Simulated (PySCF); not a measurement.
## Solvent effects on NMR parameters

Geometry:
```json
{"atom": "C1", "x (Å)": "-3.293", "y (Å)": "-0.476", "z (Å)": "-0.203"}
{"atom": "O2", "x (Å)": "-1.995", "y (Å)": "-0.250", "z (Å)": "-0.656"}
{"atom": "Si3", "x (Å)": "-0.693", "y (Å)": "-0.085", "z (Å)": "0.366"}
{"atom": "O4", "x (Å)": "0.529", "y (Å)": "0.094", "z (Å)": "-0.758"}
{"atom": "C5", "x (Å)": "1.880", "y (Å)": "0.301", "z (Å)": "-0.638"}
{"atom": "C6", "x (Å)": "2.340", "y (Å)": "0.312", "z (Å)": "0.797"}
{"atom": "O7", "x (Å)": "1.586", "y (Å)": "0.174", "z (Å)": "1.727"}
{"atom": "O8", "x (Å)": "3.650", "y (Å)": "0.491", "z (Å)": "0.926"}
{"atom": "H9", "x (Å)": "-3.951", "y (Å)": "-0.649", "z (Å)": "-1.069"}
{"atom": "H10", "x (Å)": "-3.365", "y (Å)": "-1.366", "z (Å)": "0.453"}
{"atom": "H11", "x (Å)": "-3.700", "y (Å)": "0.387", "z (Å)": "0.359"}
{"atom": "H12", "x (Å)": "-0.904", "y (Å)": "1.130", "z (Å)": "1.203"}
{"atom": "H13", "x (Å)": "-0.590", "y (Å)": "-1.334", "z (Å)": "1.173"}
{"atom": "H14", "x (Å)": "2.187", "y (Å)": "1.263", "z (Å)": "-1.092"}
{"atom": "H15", "x (Å)": "2.456", "y (Å)": "-0.482", "z (Å)": "-1.167"}
{"atom": "H16", "x (Å)": "3.851", "y (Å)": "0.488", "z (Å)": "1.875"}
```

GIAO PBE0/pcSseg-1 in PySCF 2.14 on one PBE0-D3(BJ)/def2-SVP conformer, non-relativistic, equivalent nuclei averaged. Solvents enter as an IEF-PCM continuum (benzene with ε = 2.3, chloroform with ε = 4.7) around the gas-phase geometry. Shifts are referred to TMS computed in the same medium.

Gas phase, δ in ppm: C6 181.3, C5 63.6, C1 49.3, Si3 -28.7, H16 6.01, H12/H13 5.07, H14/H15 4.55, H9/H10/H11 3.56. Dipole moment 2.57 D.

(1) How does each δ change in the continuum?

(2) Which of the listed nuclei move most (in ppm), and what does the model miss? (N and O are left out, as their reference compounds move with the solvent too.)

Answers

(1) 
| atoms | environment | Δδ, benzene | Δδ, chloroform |
| --- | --- | --- | --- |
| C6 | carboxylic acid carbon | +1.5 | +2.3 |
| C5 | sp3 CH2 bonded to O, α to a carbonyl | +0.6 | +1.0 |
| C1 | methyl carbon bonded to O | +0.4 | +0.7 |
| Si3 | silicon bonded to 2 O, 2 H | -0.3 | -0.5 |
| H16 | hydrogen on an acid hydroxyl oxygen | +0.49 | +0.75 |
| H12/H13 | hydrogen on a silicon bonded to 2 O | -0.03 | -0.04 |
| H14/H15 | hydrogen on an sp3 CH2 bonded to O, α to a carbonyl | +0.10 | +0.15 |
| H9/H10/H11 | hydrogen on a methyl carbon bonded to O | +0.04 | +0.08 |

Changes are relative to the gas phase. The dipole moment becomes 2.84 D in benzene, 2.99 D in chloroform.

(2) C6 (carboxylic acid carbon, +2.3 ppm) in chloroform. A continuum only polarises the solute; specific hydrogen bonds, the anisotropy of aromatic solvents and changes of geometry or conformer are outside it.
